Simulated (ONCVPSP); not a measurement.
Cd (Z = 48): excitation energies, all-electron against ONCV

```
Element                 : Cd (Z = 48)
Generator               : ONCVPSP 4.0.1
Type                    : optimised norm-conserving Vanderbilt (ONCV)
Functional              : PBE
Relativity              : scalar-relativistic
Frozen core             : [Ar] 3d10
Valence charge          : 20
Reference configuration : 4s2 4p6 4d10 (charge +2)
Partial waves           : 4s: rc 1.00 bohr, ncon 3, nbas 8, qcut 7.6 1/bohr, 3 projectors, debl 2.3 Ha; 4p: rc 1.50 bohr, ncon 3, nbas 8, qcut 9.1 1/bohr, 2 projectors, debl 2.9 Ha; 4d: rc 1.55 bohr, ncon 4, nbas 7, qcut 10.7 1/bohr, 2 projectors, debl 1 Ha
Local potential         : polynomial inside 0.65 bohr (lpopt 5, dvloc0 -1 Ha)
Core correction         : Teter function fitted to the true core (icmod 2), fcfact 0.35
```

In the s channel the program set the typed energies aside and used -4.587, 0.250, 2.550 Ha. In the p channel the program set the typed energies aside and used -3.157, 0.250 Ha. In the d channel the program set the typed energies aside and used -1.119, 0.250 Ha.

Energies are relative to the spin-unpolarised reference configuration 4s2 4p6 4d10; without spin polarisation the order of configurations can differ from experiment.

```
valence configuration  charge  ΔE all-electron (eV)  error AE − PS (meV)
     4s2 4p6 4d10 5s1      +1               -17.126                 +2.0
          4s2 4p6 4d9      +3                38.009                 -2.5
          4s2 4p6 4d8      +4                92.071                 +4.2
```

Problem. What are ΔE and the potential's error for 4s2 4p6 4d10 5s2?

Solution. ΔE = -26.399 eV all-electron; the error (AE − PS) is +2.8 meV.

Levels in the configuration 4s2 4p6 4d10 5s2:

```json
{"level": "4s", "all-electron (eV)": "-105.918", "pseudo (eV)": "-105.892"}
{"level": "4p", "all-electron (eV)": "-66.967", "pseudo (eV)": "-66.960"}
{"level": "4d", "all-electron (eV)": "-11.733", "pseudo (eV)": "-11.734"}
{"level": "5s", "all-electron (eV)": "-5.660", "pseudo (eV)": "-5.659"}
```
